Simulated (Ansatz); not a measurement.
Geometry optimisation, RHF/def2-SVP in Ansatz 0.2.0.

Input file:

```yaml
crystal:
  periodic: [false, false, false]
  atoms:
    - { symbol: Ge, position_ang: [0.192512, -0.587069, -0.411554] }
    - { symbol: F, position_ang: [-1.248982, -0.275659, 2.066818] }
    - { symbol: F, position_ang: [0.97575, -0.905329, -1.881474] }
    - { symbol: F, position_ang: [1.018664, 0.734892, 0.255419] }
    - { symbol: O, position_ang: [-1.44337, -0.239047, -0.776662] }
    - { symbol: H, position_ang: [-1.989729, -0.040723, -0.028119] }
    - { symbol: O, position_ang: [0.449111, -1.953212, 0.639379] }
    - { symbol: Al, position_ang: [1.170247, -3.488045, 0.871456] }
    - { symbol: H, position_ang: [2.030482, -4.12737, -0.271953] }
    - { symbol: H, position_ang: [0.879519, -4.145599, 2.268021] }
    - { symbol: H, position_ang: [-0.728604, -1.002041, 2.244668] }
basis:
  gaussian: { orbitals: def2-SVP }
hamiltonian:
  xc: hf
relax:
  f_tol: 0.03
  max_steps: 50
output:
  orbitals: {}
```

Launched with:

```bash
$ ansatz run input.yaml --threads 4 --pin off --max-ram 5120MiB --backend cpu --events-out ev --progress --plain --runs-dir out
```

Where does it end, and by what steps?

It converged. The force dipped under the threshold on the way, but the program's further checks kept it going. After 29 steps the energy has fallen by 0.075 eV; F4 moved furthest, 0.95 Å.

```
step  energy less start (eV)  largest force component (eV/Å)  accepted
   0                  0.0000                           0.732       yes
   2                 -0.0210                           0.522       yes
   4                 -0.0294                           0.915        no
   6                 -0.0463                           0.150       yes
   8                 -0.0393                           0.444        no
  10                 -0.0588                           0.048       yes
  12                 -0.0533                           0.486        no
  14                 -0.0672                           0.108       yes
  16                 -0.0682                           0.177       yes
  18                 -0.0708                           0.058       yes
  20                 -0.0725                           0.066       yes
  22                 -0.0728                           0.087       yes
  24                 -0.0740                           0.030       yes
  26                 -0.0744                           0.081       yes
  28                 -0.0745                           0.032       yes
  29                 -0.0747                           0.025       yes
```

```xyz
11
Properties=species:S:1:pos:R:3
Ge 0.234 -0.583 -0.528
F -1.753 -0.956 2.101
F 0.337 -1.258 -2.079
F 1.638 0.356 -0.364
O -1.177 0.369 -0.393
H -1.690 0.271 0.402
O 0.309 -1.857 0.632
Al 1.245 -3.256 1.022
H 2.474 -3.604 0.116
H 0.745 -4.053 2.275
H -1.057 -1.459 1.791
```

Whether the end is a true minimum wasn't checked by a vibrational analysis.

The run took 58 s on 4 threads of Arm Neoverse V1, on a shared host, peak memory 0.39 GiB.
